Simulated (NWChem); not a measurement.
Molecule: Si2H3Cl2F; SMILES F[SiH2][SiH](Cl)Cl

```xyz
8

Si     0.3988    -1.7556    -0.4607
F     -0.5442    -2.8606     0.2548
Si    -0.0062     0.3576     0.4847
Cl     1.3276     1.6769    -0.4206
Cl    -1.9565     0.9747     0.1255
H      0.0950    -1.7115    -1.9129
H      1.8221    -2.1174    -0.2323
H      0.2121     0.4591     1.9465
```
Atoms are numbered in this order, from 1.

Computed with NWChem. Geometry: optimised at B3LYP/6-31G* (spherical d). Level: PBE/def2-SVP with SMD (1 M gas to 1 M solution), gas-phase geometry. Reactions with the solvent are ignored.

```tsv
solvent	dielectric constant	solvation free energy (kcal/mol)	cavity-dispersion-structure term (kcal/mol)	dipole in solution (D)
water	78.4	1.2	3.2	1.45
1,4-dioxane	2.21	-1.9	-0.9	1.25
N,N-dimethylformamide	37.2	-2.7	-0.7	1.44
ethyl acetate	5.99	-3.2	-1.5	1.37
1-octanol	9.86	-3.2	-1.4	1.41
anisole	4.22	-2.8	-1.3	1.34
n-hexane	1.88	-2.9	-2.0	1.22
```
